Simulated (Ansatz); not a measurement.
C2H2ClO2Si, SMILES `[C]#C[Si](O)(O)Cl` radical. Total charge 0; spin multiplicity 2. All single points use the PBE0-D4/def2-TZVP geometry. It is one conformer, not always the lowest.

```xyz
8

C    -1.097   -1.332    2.257
C    -0.668   -0.854    1.231
Si    0.054   -0.121   -0.265
O    -0.954    1.078   -0.688
O     1.584    0.357    0.002
Cl    0.189   -1.509   -1.743
H    -0.858    1.468   -1.559
H     1.749    0.913    0.766
```

What is the dipole moment at ωB97M-V/def2-TZVPP? (Estimate.)

Ansatz gave: 1.82 D, with components (0.30, 1.76, 0.32) D in this frame, pointing from negative to positive charge.

And with PBE, r2SCAN, B3LYP? (An estimate is asked.)

Ansatz gave: PBE 1.85 D, r2SCAN 1.85 D, B3LYP 1.80 D.

Give the Mulliken charges with ωB97M-V, PBE, r2SCAN in def2-TZVPP. (Best estimate.)

The calculation gave: 
```csv
atom,ωB97M-V,PBE,r2SCAN
C1,-0.04,0.02,0.00
C2,-0.16,-0.19,-0.23
Si3,0.70,0.60,0.78
O4,-0.35,-0.32,-0.38
O5,-0.34,-0.31,-0.37
Cl6,-0.19,-0.20,-0.23
H7,0.19,0.20,0.21
H8,0.19,0.20,0.21
```

B3LYP here is the variant with VWN-RPA as its local correlation; programs differ in this.
